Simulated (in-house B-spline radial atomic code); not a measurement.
A calculation on F⁺: its settings, and results tabulated from the run. Level of theory: Dirac-Hartree-Fock, average of the jj configuration, Fermi nucleus of rms radius 2.8976 fm; calculated with an all-electron radial atomic-structure program (B-spline basis).

In the input, a minus or plus after the letter marks the j = l - 1/2 or j = l + 1/2 subshell.

Command:
```bash
python run_scf.py task.json out
```
Settings (nuclear radius in fm, mass in u):
```
Z                9
configuration    1s2 2s2 2p-2 2p+2
hamiltonian      dirac
method           hf
spin_polarised   False
nucleus          fermi
rms_radius       2.8976
atomic_mass      18.9984
speed_of_light   137.035999084
```

Output (hartree, bohr):
```
 radial grid: 70 intervals, B-splines of order 8, outer radius 23.5294 bohr

 iter        energy (Eh)    residual
    1        -96.2277425    2.40e-01
    2        -98.5463891    1.13e-01
    3        -98.8245521    4.04e-02
    4        -98.8629255    1.44e-02
    5        -98.8682213    3.90e-03
    6        -98.8687418    2.93e-04
    7        -98.8687451    4.47e-05
    8        -98.8687452    8.49e-06
    9        -98.8687452    1.37e-07

 total energy                      -98.868745
 kinetic                             99.05789
 electron-nucleus                  -232.34410
 electron-electron                   34.41746

 first-order corrections (not in the total)
   Gaunt                            0.01196
   retardation                     -0.00051
   frequency dependence            -0.00000
   self-energy                      0.00772
   Uehling                         -0.00039
   Wichmann-Kroll                   0.00000
   recoil                           0.00260

 orbital      occ     eigenvalue          <r>       <r^2>       <1/r>       r_max    small
 1s1/2      2.000      -27.18195     0.175426   0.0414617     8.65047      0.1145  9.93e-04
 2s1/2      2.000       -2.20414     0.959013     1.10433     1.50761      0.7527  1.18e-04
 2p1/2      2.000       -1.40578     0.976053     1.21355     1.37323      0.6881  1.02e-04
 2p3/2      2.000       -1.43377     0.971365     1.19973      1.3767      0.6876  1.03e-04

 Slater integrals (Eh)
   F0(2s1/2,2s1/2)               0.947575
   F0(2s1/2,2p1/2)               0.943351
   G1(2s1/2,2p1/2)               0.575131
   F0(2s1/2,2p3/2)               0.945317
   G1(2s1/2,2p3/2)               0.576782
   F0(2p1/2,2p1/2)               0.946035
   F0(2p1/2,2p3/2)               0.948035
   G2(2p1/2,2p3/2)               0.429349
   F0(2p3/2,2p3/2)               0.950043
   F2(2p3/2,2p3/2)               0.430809
```


For the Dirac Hamiltonian the kinetic term is c α·p + (β - 1)c².
